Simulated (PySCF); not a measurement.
**Magnetisability: SMILES C1=CC2C=CP1(=N)C=C2, C₇H₈NP**

Molfile (atoms numbered from 1):
```
C7H8NP
     RDKit          3D

 17 18  0  0  0  0  0  0  0  0999 V2000
    2.6894    0.3667   -0.9464 N   0  0  0  0  0  0  0  0  0  0  0  0
    1.2748    0.0865   -0.3750 P   0  0  1  0  0  5  0  0  0  0  0  0
    0.2988   -1.4403   -0.6559 C   0  0  0  0  0  0  0  0  0  0  0  0
   -0.9597   -1.3505   -0.2570 C   0  0  0  0  0  0  0  0  0  0  0  0
   -1.4096   -0.0561    0.3812 C   0  0  1  0  0  0  0  0  0  0  0  0
   -0.5247    0.1999    1.5798 C   0  0  0  0  0  0  0  0  0  0  0  0
    0.7811    0.2785    1.3806 C   0  0  0  0  0  0  0  0  0  0  0  0
   -1.1619    1.0569   -0.6171 C   0  0  0  0  0  0  0  0  0  0  0  0
    0.0710    1.2378   -1.0617 C   0  0  0  0  0  0  0  0  0  0  0  0
    3.4347   -0.2305   -0.6189 H   0  0  0  0  0  0  0  0  0  0  0  0
    0.7420   -2.3021   -1.1305 H   0  0  0  0  0  0  0  0  0  0  0  0
   -1.6886   -2.1398   -0.3591 H   0  0  0  0  0  0  0  0  0  0  0  0
   -2.4609   -0.1006    0.6678 H   0  0  0  0  0  0  0  0  0  0  0  0
   -1.0015    0.3089    2.5418 H   0  0  0  0  0  0  0  0  0  0  0  0
    1.5182    0.4637    2.1467 H   0  0  0  0  0  0  0  0  0  0  0  0
   -2.0101    1.6516   -0.9185 H   0  0  0  0  0  0  0  0  0  0  0  0
    0.4002    1.9816   -1.7677 H   0  0  0  0  0  0  0  0  0  0  0  0
  1  2  2  0
  2  3  1  6
  3  4  2  0
  4  5  1  0
  5  6  1  0
  6  7  2  0
  5  8  1  0
  8  9  2  0
  7  2  1  0
  9  2  1  0
  1 10  1  0
  3 11  1  0
  4 12  1  0
  5 13  1  1
  6 14  1  0
  7 15  1  0
  8 16  1  0
  9 17  1  0
M  END
```

Method used: PySCF, GIAO OLYP/def2-SVP magnetisability, non-relativistic, IEF-PCM water. Geometry: GFN2-xTB.

(1) How diamagnetic is it, and how anisotropic?

(2) Split it along the inertial axes a, b, c into diamagnetic and paramagnetic parts about the centre of mass, with the quadrupole moment.

Results:

(1) Isotropic -1200 × 10⁻³⁰ J/T², or -72.3 × 10⁻⁶ cm³/mol; principal values -1378, -1336, -888 × 10⁻³⁰ J/T², anisotropy 471 × 10⁻³⁰ J/T² (root of half the summed squared differences of the principal values). The susceptibility is in cgs units.

(2) 
| axis | χ (10⁻⁶ cm³/mol) | diamagnetic (10⁻⁶ cm³/mol) | paramagnetic (10⁻⁶ cm³/mol) | summed x² of all electrons (Å²) | quadrupole Θ (D Å) |
| --- | --- | --- | --- | --- | --- |
| a | -53.7 | -586.4 | 532.7 | 150.4 | -3.52 |
| b | -80.2 | -930.2 | 850.0 | 69.3 | +2.71 |
| c | -83.0 | -932.0 | 849.1 | 68.9 | +0.80 |

Anisotropies 2χaa − χbb − χcc = +55.8 and 2χbb − χaa − χcc = -23.7 × 10⁻⁶ cm³/mol. Θ is traceless in Buckingham's convention.
